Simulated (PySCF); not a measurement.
Computed properties of C5H5N, SMILES C#CC(N)=C=C

C5H5N, SMILES C(C(N)=C=C)#C. Geometry optimised at B3LYP-D3(BJ)/def2-SVP. The structure was generated by enumeration, and PubChem lists no compound with its InChIKey, so it may never have been made. One conformer was computed; it need not be the lowest. All values are computed for the isolated molecule unless a solvent is named; none is compared with measurement here.

**Structure.** All 27 harmonic modes at B3LYP-D3(BJ)/def2-SVP (PySCF) are real, so it is a minimum. With heavy atoms numbered as in [CH:1]#[C:2][C:3]([NH2:4])=[C:5]=[CH2:6], the shortest bond between them is C1–C2 at 1.213 Å and the longest C2–C3 at 1.436 Å.

**Vibrations.** The strongest infrared lines (harmonic, unscaled, degenerate partners summed) lie at 700 cm⁻¹ (197 km/mol, H 43 %, C 29 %, N 28 %), 1295 cm⁻¹ (118 km/mol, C 67 %, H 18 %, N 15 %), 3472 cm⁻¹ (89 km/mol, H 86 %, C 14 %). The softest mode is at 131 cm⁻¹ and the zero-point energy is 51.7 kcal/mol.

**Electronic structure.** PBE0/def2-TZVP (PySCF) places the frontier levels at -6.14 and -0.43 eV, a gap of 5.71 eV, and gives a dipole moment of 1.30 D and a mean polarisability of 72.5 bohr³. PBE/def2-TZVP (PySCF) at the same geometry gives -5.03 and -1.34 eV, so its gap is 2.02 eV narrower. An orbital gap is neither the optical nor the fundamental gap.

**Excitations.** TDDFT-PBE0/def2-SVPD (PySCF) has S1 at 4.18 eV (296 nm, f = 0.001, dark); the most intense of the 10 singlets computed lies at 5.22 eV (f = 0.26). T1 (TDA) is at 3.24 eV. TDDFT-PBE/def2-SVPD (PySCF) puts S1 at 3.81 eV. No vertical singlet excitation falls in the visible range (under 3.1 eV).

**NMR.** GIAO shifts at B3LYP/pcSseg-1 (PySCF) (non-relativistic, atoms alike by connectivity averaged): ¹³C from 80.9 to 232.3 ppm against TMS; ¹H from 1.9 to 5.9 ppm against TMS.

**Solvation.** SMD-M06-2X/def2-SVP (PySCF) gives -3.0 kcal/mol in water, -6.6 kcal/mol in dichloromethane, -5.8 kcal/mol in chlorobenzene (1 M in both phases, gas-phase geometry); of these solvents dichloromethane holds the molecule best.
